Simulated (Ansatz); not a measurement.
Job for Ansatz (a program for electronic structure): R-CCSD(T)/cc-pVDZ on C2H6BN (SMILES C=CBN), a point of a torsion scan.

Ansatz 0.2 input:
```yaml
crystal:
  periodic: [false, false, false]
  atoms:
    - {symbol: C, position_ang: [1.49023524, 0.47814639, 0.36127936]}
    - {symbol: C, position_ang: [0.85928625, -0.44819094, -0.35313455]}
    - {symbol: B, position_ang: [-0.68543854, -0.67048947, -0.32907493]}
    - {symbol: N, position_ang: [-1.54003315, 0.29728411, 0.22111677]}
    - {symbol: H, position_ang: [0.94406646, 1.19543275, 0.95325590]}
    - {symbol: H, position_ang: [2.56692751, 0.54995583, 0.41195911]}
    - {symbol: H, position_ang: [1.47382144, -1.14484140, -0.91539806]}
    - {symbol: H, position_ang: [-1.09266819, -1.77142288, -0.43858273]}
    - {symbol: H, position_ang: [-1.57919310, 1.24360497, -0.11986277]}
    - {symbol: H, position_ang: [-2.48705205, 0.00428615, 0.42272226]}
basis:
  gaussian:
    orbitals: cc-pVDZ
magnetization: {spin_polarized: false}
correlation: {method: ccsd_t, electrons: outside_noble_gas}
scf: {lower_state_search: off}
```

Output:

```
WARN ansatz: RAYON_NUM_THREADS=1 ignored (pool sized by the plan → 1); use --threads N
Functional definition: HF
these checks for a lower state are left out or cut short: stability, starts, cluster_reference, orbital_swaps, neighbouring_geometries, increment
integrals: 0.08 GiB planned
789 factors; integrals over basis functions are off by at most 1.2e-3 eV
mean field: 0.15 GiB planned
mean field evaluation 1: about -4306.9383 eV, gradient 3.4e1 eV
mean field evaluation 2: about -4306.9398 eV, gradient 3.4e1 eV
mean field evaluation 4: about -4309.8463 eV, gradient 3.3e0 eV
mean field evaluation 8: about -4309.8815 eV, gradient 8.1e-5 eV
mean field -4309.88147278 eV, -158.3852227821 hartree, gradient 1.6e-6 eV, S^2 0.000000; 0 other end points of the search recorded, 0 dependent functions left out
4 core orbitals not correlated
reference -4309.88147278 eV, -158.3852227821 hartree; 11, 11 occupied and 71, 71 virtual orbitals, 789 factors
second order -14.17749388 eV of doubles, -0.00000000 eV of singles
coupled cluster: 0.26 GiB planned
cycle   1  -14.92325470 eV  change   -7.5e-1 eV  update   8.7e-2
cycle   2  -15.34040356 eV  change   -4.2e-1 eV  update   2.8e-2
cycle   3  -15.42821004 eV  change   -8.8e-2 eV  update   1.5e-2
cycle   4  -15.42484771 eV  change    3.4e-3 eV  update   5.2e-3
cycle   5  -15.42488450 eV  change   -3.7e-5 eV  update   2.6e-3
cycle   6  -15.42507886 eV  change   -1.9e-4 eV  update   9.0e-4
cycle   7  -15.42482748 eV  change    2.5e-4 eV  update   3.5e-4
cycle   8  -15.42485914 eV  change   -3.2e-5 eV  update   1.1e-4
cycle   9  -15.42485472 eV  change    4.4e-6 eV  update   3.0e-5
cycle  10  -15.42484390 eV  change    1.1e-5 eV  update   1.2e-5
perturbative correction -0.50194128 eV, -0.0184460020 hartree
Total energy: -4325.80825797 eV, -158.9705213422 hartree
Checks for a lower state left out: stability, starts, cluster_reference, orbital_swaps, neighbouring_geometries, increment
```

The calculation finished and met its thresholds.

Cost: about 9 core-seconds (a rough figure).
